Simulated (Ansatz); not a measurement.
`F[SiH]([SiH3])[SiH3]` + PH₃ → `F[SiH]([SiH3])P` + SiH₄ at 500 K and 1 bar (cleavage of the Si–Si bond).

Computed with Ansatz on PBE0-D4/def2-TZVP structures; ΔE is electronic, products minus reactants. CCSD(T)/CBS is the MP2 limit (def2-TZVPP, def2-QZVPP) plus CCSD(T) − MP2 in def2-TZVPP, frozen cores. This one scheme is used for every species. One conformer a species, not always the lowest.

```json
{"species": "`F[SiH]([SiH3])[SiH3]`", "CCSD(T)/CBS energy (Eh)": "-971.28016", "H − E (kJ/mol)": "215.0", "S (J/(mol·K))": "451.9"}
{"species": "PH₃", "CCSD(T)/CBS energy (Eh)": "-342.72256", "H − E (kJ/mol)": "81.5", "S (J/(mol·K))": "231.4"}
{"species": "`F[SiH]([SiH3])P`", "CCSD(T)/CBS energy (Eh)": "-1022.55000", "H − E (kJ/mol)": "193.4", "S (J/(mol·K))": "434.5"}
{"species": "SiH₄", "CCSD(T)/CBS energy (Eh)": "-291.46306", "H − E (kJ/mol)": "102.4", "S (J/(mol·K))": "230.9"}
```

H − E and S are ideal-gas, rigid-rotor, harmonic terms from PBE0-D4/def2-TZVP, for one conformer and one mirror image of each species. 1 Eh = 2625.50 kJ/mol, R = 8.31446 J/(mol·K).

**Question.** By hand: ΔE, ΔH, ΔS and ΔG.

**Answer.** ΔE = (-1022.55000) + (-291.46306) − (-971.28016) − (-342.72256) = -0.01034 Eh = -27.1 kJ/mol. Δ(H − E) = 193.4 + 102.4 − 215.0 − 81.5 = -0.7, so ΔH = -27.8 kJ/mol. ΔS = 434.5 + 230.9 − 451.9 − 231.4 = -17.9 J/(mol·K). ΔG = -27.8 − 500 × (-17.9)/1000 = -18.9 kJ/mol.

**Question.** By hand: the equilibrium constant, and the temperature at which ΔG would vanish if ΔH and ΔS stayed fixed.

**Answer.** log₁₀ K = −ΔG/(RT ln 10) = 2.0. ΔG = 0 at ΔH/ΔS = 1553 K, though so small a ΔS makes that figure unsure.

ΔH outweighs TΔS. A doubt of 5 kJ/mol in ΔE shifts log₁₀ K by 0.5 here. Other conformers and mirror images would add mixing entropy, several J/(mol·K) or more a flexible species. These are equilibria of isolated gas molecules and say nothing of rates. Largest T1 diagnostic: 0.014 (customary marks: 0.02 for closed shells, 0.045 for open ones).
